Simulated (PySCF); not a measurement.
C₂H₃BFNO₂, SMILES O(C)B(N=C=O)F. Atoms are numbered in the order given.

```xyz
10

B      0.5833     0.5381     0.0000
F      1.9077     0.4107     0.0000
N     -0.2413    -0.6378     0.0000
C     -0.3329    -1.8422     0.0000
O     -0.5128    -2.9974     0.0000
O      0.0743     1.7794     0.0000
C     -1.3111     2.0667     0.0000
H     -1.5525     2.6630     0.8931
H     -1.5525     2.6630    -0.8931
H     -1.9196     1.1487     0.0000
```
Charge 0, spin multiplicity 1.

Coordinates come from a r2SCAN-D4/def2-SVP optimisation. This is a generated structure with no PubChem entry under its InChIKey; it may be hypothetical. One conformer was computed; it need not be the lowest.

Two levels are set side by side: PBE/pcSseg-1 (PySCF) and PBE0/pcSseg-1 (PySCF). GIAO shifts against BF3 (¹¹B), CFCl3 (¹⁹F), H2O (¹⁷O), NH3 (¹⁵N), TMS (¹H), TMS (¹³C) at the same level; non-relativistic, no solvent, atoms listed together averaged. Differences are taken from unrounded values.

```tsv
quantity	PBE0
δ(¹¹B) of B1 (ppm)	2.5
δ(¹⁹F) of F2 (ppm)	-108.8
δ(¹⁵N) of N3 (ppm)	57.2
δ(¹³C) of C4 (ppm)	132.4
δ(¹⁷O) of O5 (ppm)	161.5
δ(¹⁷O) of O6 (ppm)	102.1
δ(¹³C) of C7 (ppm)	57.5
```

Task: What does PBE give, and how far is it from PBE0? (The exact figures need the calculation; the answer reports its results.)

Result: 
```csv
quantity,PBE,PBE minus PBE0
δ(¹¹B) of B1 (ppm),1.6,-1.0
δ(¹⁹F) of F2 (ppm),-123.7,-14.9
δ(¹⁵N) of N3 (ppm),62.2,5.0
δ(¹³C) of C4 (ppm),126.9,-5.4
δ(¹⁷O) of O5 (ppm),166.4,4.9
δ(¹⁷O) of O6 (ppm),118.2,16.0
δ(¹³C) of C7 (ppm),59.2,1.7
```

Rough cost on one machine, each run with all the roots and properties that it gave: PBE0 against PBE within a factor of 2.
